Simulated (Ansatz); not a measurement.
Calculated with Ansatz (gas phase, PBE0-D4/def2-TZVP geometries, no zero-point term in ΔE). CCSD(T)/CBS adds triple-zeta CCSD(T) − MP2 to the extrapolated MP2 energy (def2 sets, frozen cores). This one scheme is used for every species. DFT in def2-TZVPP. For Ge outer-core shells are correlated without core-valence functions, which leaves a few kJ/mol of doubt a bond. Scalar relativity is left out up to krypton. One conformer a species, not always the lowest.

Reaction (formal hydrolysis of a C–S bond): `SC[S][GeH3]` + H₂O → `OC[S][GeH3]` + H₂S

```json
{"level": "PBE0-D4", "ΔE (eV)": "0.28"}
{"level": "SCS-MP2/def2-TZVPP", "ΔE (eV)": "0.33"}
{"level": "CCSD(T)/def2-TZVPP", "ΔE (eV)": "0.29"}
{"level": "HF/def2-QZVPP", "ΔE (eV)": "0.15"}
```

Problem. What does CCSD(T)/CBS give? (An estimate is asked.)

Solution. Ansatz gave: +0.36 eV. The listed levels differ from it by -0.08, -0.03, -0.07, -0.21 eV.

Largest T1 diagnostic among the species: 0.012.

In def2-TZVPP, CCSD(T) changes the Hartree–Fock value by +0.14 eV (the triples alone add +0.02 eV) and MP2 by +0.24 eV. The D4 term adds +0.08 eV with B3LYP and +0.04 eV with PBE0; it sums over pairs of atoms, weighted by their polarisabilities, and B3LYP, whose exchange is more repulsive, gets the larger term.

B3LYP here is the variant with VWN-RPA as its local correlation; programs differ in this.
